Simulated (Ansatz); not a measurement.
Born–Oppenheimer molecular dynamics of AlClFH$_{3}$OSi (8 atoms, charge 0, multiplicity 1). It goes on from the last frame of an earlier run, with new velocities.

These are results of Ansatz, RKS revPBE/STO-3G, not measurements.

| Property | Result |
| --- | --- |
| ensemble | NVE (Milne-controlled integrator) |
| time step | 0.5 fs |
| steps asked | 250 |
| starting velocities drawn for | 300 K |
| seed | 173354 |

First frame:

```xyz
8
Properties=species:S:1:pos:R:3
Al -0.042 -0.051 -0.088
F -0.340 -0.012 1.532
Cl 1.815 0.617 -0.844
O -1.103 -0.589 -1.306
Si -2.573 -1.354 -0.838
H -2.370 -2.490 0.082
H -3.549 -0.440 -0.219
H -3.100 -1.850 -2.079
```

**Question.** How far do the bonds stretch over the last three quarters of this one trajectory? (Pairs bonded in most of those frames.)

**Answer.** 
| bond | mean (Å) | spread (Å) | shortest | longest |
| --- | --- | --- | --- | --- |
| Al1–F2 | 1.645 | 0.015 | 1.62 | 1.67 |
| Al1–Cl3 | 2.100 | 0.011 | 2.08 | 2.12 |
| Al1–O4 | 1.704 | 0.014 | 1.67 | 1.73 |
| O4–Si5 | 1.723 | 0.016 | 1.70 | 1.75 |
| Si5–H6 | 1.471 | 0.042 | 1.41 | 1.53 |
| Si5–H7 | 1.470 | 0.039 | 1.41 | 1.53 |
| Si5–H8 | 1.464 | 0.031 | 1.42 | 1.51 |

Mean temperature of the second half: 173 K. The conserved energy stayed within 0.023 meV per atom of its start (net change 0.0041 meV per atom), so the integration is sound. The temperature averaged 0.58 of the 300 K drawn at the start: a run that starts near a minimum puts about half its kinetic energy into the potential. A run of 0.12 ps of so small a system gives no equilibrium averages. Limits of this set-up: minimal basis.

The run took 6.2 min on 1 thread of Arm Neoverse V2, with other jobs on the host, peak memory 0.088 GiB.
